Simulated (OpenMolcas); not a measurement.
## Exact exchange and the electronic atomisation energy of CH3Te

CH3Te has 5 atoms, charge 0, and is taken as a doublet. As SMILES, `C[Te]`. The coordinates come from a PBE0-D4/def2-TZVP relaxation.

The electronic atomisation energy y, in eV, basis def2-SVPD with a core potential; a is the functional's share of exact exchange. Programs: OpenMolcas 26.06.

| functional | program | a | y (eV) |
| --- | --- | --- | --- |
| UTPSS | OpenMolcas | 0 | 16.02 |
| U-r2SCAN | OpenMolcas | 0 | 15.81 |
| UB3LYP | OpenMolcas | 0.2 | ? |
| UPBE0 | OpenMolcas | 0.25 | 15.83 |
| UBHLYP | OpenMolcas | 0.5 | 15.38 |

Q: Fit y = c + s·a to the known rows and predict UB3LYP.

A: 
1. Means of the 4 rows: a = 0.1875, y = 15.760.
2. Σ(Δa)² = 0.17188, Σ(Δa·Δy) = -0.1725, so the slope is -0.1725/0.17188 = -1.0036.
3. Intercept: 15.760 − (-1.0036) × 0.1875 = 15.948. The largest residual of the fit is 0.14.
4. UB3LYP: 15.948 + (-1.0036) × 0.2 = 15.75 eV.

The run gave 15.74 eV, so the prediction is off by +0.01 eV, within the scatter of the fit. The rows mix families of semi-local functionals, which the line can't see. Spin-orbit coupling is left out.
